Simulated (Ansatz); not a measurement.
The same molecule with X = Al, Ga, In. Ansatz, PBE0-D4/def2-TZVP geometries, multiplicity 1. Each molecule was computed in one conformer, which needn't be the lowest.

Elements past krypton have def2 core potentials. Scalar relativity is left out up to krypton.

```csv
X,molecule,mean X–C bond length / Å,mean X–N bond length / Å,HOMO–LUMO gap (PBE/def2-TZVPP) / eV,LUMO energy (PBE/def2-TZVPP) / eV,HOMO energy (B3LYP/def2-TZVPP) / eV
Al,`[CH3][Al]([NH2])[CH2]F`,1.966,1.772,5.36,-0.67,-7.23
In,`[CH3][In]([NH2])[CH2]F`,2.160,2.018,4.21,-1.25,-6.58
```

**Question.** Give the row for X = Ga, `[CH3][Ga]([NH2])[CH2]F`. (An estimate is asked.)

**Answer.** Ansatz gave: 
| X | molecule | mean X–C bond length / Å | mean X–N bond length / Å | HOMO–LUMO gap (PBE/def2-TZVPP) / eV | LUMO energy (PBE/def2-TZVPP) / eV | HOMO energy (B3LYP/def2-TZVPP) / eV |
| --- | --- | --- | --- | --- | --- | --- |
| Ga | `[CH3][Ga]([NH2])[CH2]F` | 1.976 | 1.821 | 5.03 | -0.86 | -7.04 |

From Al to In the mean X–C bond length rises at each step, by 0.194 Å in all; the mean X–N bond length rises at each step, by 0.246 Å in all; the HOMO–LUMO gap (PBE/def2-TZVPP) falls at each step, by 1.15 eV in all; the LUMO energy (PBE/def2-TZVPP) falls at each step, by 0.58 eV in all; the HOMO energy (B3LYP/def2-TZVPP) rises at each step, by 0.65 eV in all. Bonds lengthen as the atom grows down the group.

Positive LUMOs are unbound, so they and the gaps depend on the basis.

B3LYP here is the variant with VWN-RPA as its local correlation; programs differ in this.
